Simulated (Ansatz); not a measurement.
System: ZnCl₂ (charge 0, triplet). The spin state was set by rule; other spins were not relaxed. 
Structure (B3LYP-D3(BJ)/def2-TZVP (Ansatz, a quantum-chemistry and plane-wave program) minimum search):
```xyz
3

Zn    -0.4451    -0.6801    -0.6465
Cl     1.3723     0.8309    -0.3467
Cl    -0.5869     0.3693     1.4876
```
Charge 0, spin multiplicity 3.

Basis-set convergence of Hartree-Fock and CCSD(T) correlation energies (hartree) with Ansatz. Cores are frozen in the correlated levels unless marked. Open shells are spin-unrestricted. Spin-orbit coupling is left out. The frozen core is the preceding noble-gas configuration, with the filled d and f shells of earlier blocks. No relativistic terms. The program attaches cautions to a run behind CCSD(T)/def2-SVP: other roots.

| basis | functions | E(HF) | E(corr, CCSD(T)) |
|---|---|---|---|
| def2-SVP | 67 | -2696.26543 | -0.55894 |
| def2-TZVPP | 148 | [?] | [?] |

**Question.** Some entries are withheld; supply them.

**Answer.** 
- def2-TZVPP, E(HF): -2696.82518
- def2-TZVPP, E(corr, CCSD(T)): -0.87040
